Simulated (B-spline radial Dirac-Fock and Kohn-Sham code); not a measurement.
# Ir⁴⁺: non-radiative channels of the N1 vacancy

System: the Ir⁴⁺ ion, [Xe] 4f14 5d5, inside a Watson sphere of charge -4 and radius 2 Å (a model of the Madelung potential; inside it an electron's potential energy is raised by 28.8 eV).

Level of theory: independent-particle rates on relativistic LDA orbitals of the hole state (multipoles up to L = 3, Coulomb Auger matrix elements, transition energies from Dirac-Fock); an atomic code on a B-spline grid. Kinetic energies are configuration averages from the vacuum level; the two-hole energies are estimated from single-hole states.

| transition | kinetic energy (eV) | width (meV) | share (%) |
| --- | --- | --- | --- |
| N1-N2O3 | 14.41 | 1350 | 10.4 |
| N1-N3O1 | 44.74 | 843 | 6.5 |
| N1-N2O4 | 67.29 | 378 | 2.9 |
| N1-N2O5 | 68.87 | 641 | 4.9 |
| N1-N3N6 | 72.89 | 1230 | 9.5 |
| N1-N3N7 | 76.66 | 1690 | 13.1 |
| N1-N3O2 | 83.91 | 931 | 7.2 |
| N1-N3O3 | 99.24 | 1070 | 8.2 |
| N1-N3O4 | 151.8 | 427 | 3.3 |
| N1-N3O5 | 153.5 | 537 | 4.1 |
| N1-N4O1 | 229.8 | 274 | 2.1 |
| N1-N5O1 | 245.5 | 390 | 3.0 |
| N1-N4N7 | 261.1 | 145 | 1.1 |
| N1-N5N6 | 274.0 | 167 | 1.3 |
| N1-N5N7 | 278.9 | 158 | 1.2 |
| N1-N4O3 | 284.1 | 136 | 1.0 |
| N1-N5O2 | 284.8 | 154 | 1.2 |
| N1-N5O3 | 299.9 | 143 | 1.1 |
| N1-N6O1 | 483.0 | 294 | 2.3 |
| N1-N7O1 | 486.0 | 383 | 3.0 |
| N1-N6N7 | 514.7 | 284 | 2.2 |
| N1-N7N7 | 518.4 | 227 | 1.7 |
| N1-N6O3 | 537.2 | 136 | 1.1 |
| N1-N7O3 | 540.3 | 153 | 1.2 |

Coster-Kronig rates are the weakest part of this model and often come out 1.5 to 2.5 times too large. Super-Coster-Kronig decay this fast strains the one-particle picture, and such widths tend to come out too large. The listed channels hold 94 % of the non-radiative rate. Summed by principal shells, of 13.0 eV in all: NNO 65.3 %, NNN 33.6 %, NOO 1.1 %.

Values without a named source are computed, but for edge energies of neutral atoms, which are taken from tables.
